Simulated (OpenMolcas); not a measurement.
## Ionisation energies of rubidium

- Program: OpenMolcas 26.06
- Basis: ANO-R2 [6s5p3d1f]
- Scalar Hamiltonian: X2C, finite nucleus
- Spin-orbit coupling: RASSI with atomic mean-field integrals over the reference wave functions, term energies averaged over their components

Active shells in each charge state: the valence s, p, d shells, with orbitals averaged over the low states. Where CASPT2's correlated closed shells are named, they are those of the first ion.

A. CASSCF
B. SS-CASPT2, IPEA 0.25 Eh, imaginary shift 0.1 Eh (closed shells correlated: 4s 4p)
C. SS-CASPT2, IPEA 0 Eh, imaginary shift 0.1 Eh (closed shells correlated: 4s 4p)
D. SS-CASPT2, IPEA 0.25 Eh, imaginary shift 0.1 Eh (closed shells correlated: none)
E. SS-CASPT2, IPEA 0.25 Eh, imaginary shift 0.1 Eh (closed shells correlated: 3d 4s 4p)

Energies in eV between the lowest computed levels, named as in B; reference values from the NIST Atomic Spectra Database with their kind.

```tsv
From	To	A	B	C	D	E	Spin-orbit share in B	Reference
Rb 5s 2S 1/2	Rb+ 4p6 1S0	3.794	4.062	4.085	3.794	4.066	+0.000	4.177 (measured)
```

Error against the reference values, in %:

```csv
From,Reference,A,B,C,D,E
Rb,measured,-9.2,-2.8,-2.2,-9.2,-2.7
```

Absolute error against the one measured value: A 0.38 eV, B 0.12 eV, C 0.09 eV, D 0.38 eV, E 0.11 eV. C lies closest.

The lowest level within the active space need not be the ion's true ground level.
